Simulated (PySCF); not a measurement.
# Levels of Rb²⁶⁺ from EOM-EA-GCCSD

Reference: closed-shell Rb²⁷⁺, [Ne]; one electron is added. Calculated with PySCF 2.14, two-component X2C-1e with screened spin-orbit coupling, an uncontracted even-tempered set (18 s from 2.1 bohr⁻², ratio 2.6; 13 p from 2.7 bohr⁻², ratio 2.6; 6 d from 2.8 bohr⁻², ratio 2.8; 3 f from 73 bohr⁻², ratio 2.8); frozen 1s2; the 56 highest virtual spinors dropped; of the others 44 kept and the rest restored at second order. No Breit or QED terms. Binding energies in eV.

```json
{"level": "3s1/2", "Koopmans": "1294.0", "second order": "1294.7", "EOM-CCSD": "1294.7"}
{"level": "3p1/2", "Koopmans": "1235.4", "second order": "1236.2", "EOM-CCSD": "1236.2"}
{"level": "3p3/2", "Koopmans": "1220.4", "second order": "1221.1", "EOM-CCSD": "1221.2"}
{"level": "3d3/2", "Koopmans": "1142.0", "second order": "1142.6", "EOM-CCSD": "1142.6"}
{"level": "3d5/2", "Koopmans": "1139.1", "second order": "1139.7", "EOM-CCSD": "1139.7"}
```

Electric-dipole lines between these computed levels:

```csv
lower,upper,ΔE (eV),vacuum wavelength (nm)
3s1/2,3p1/2,58.479,21.20
3s1/2,3p3/2,73.532,16.86
3p1/2,3d3/2,93.632,13.24
3p3/2,3d3/2,78.579,15.78
3p3/2,3d5/2,81.457,15.22
```

For comparison, the ionisation energy of Rb²⁶⁺ is 1294.6 eV (semi-empirical (NIST evaluation); NIST Atomic Spectra Database, ionization energies).

Only part of the computed levels is shown.
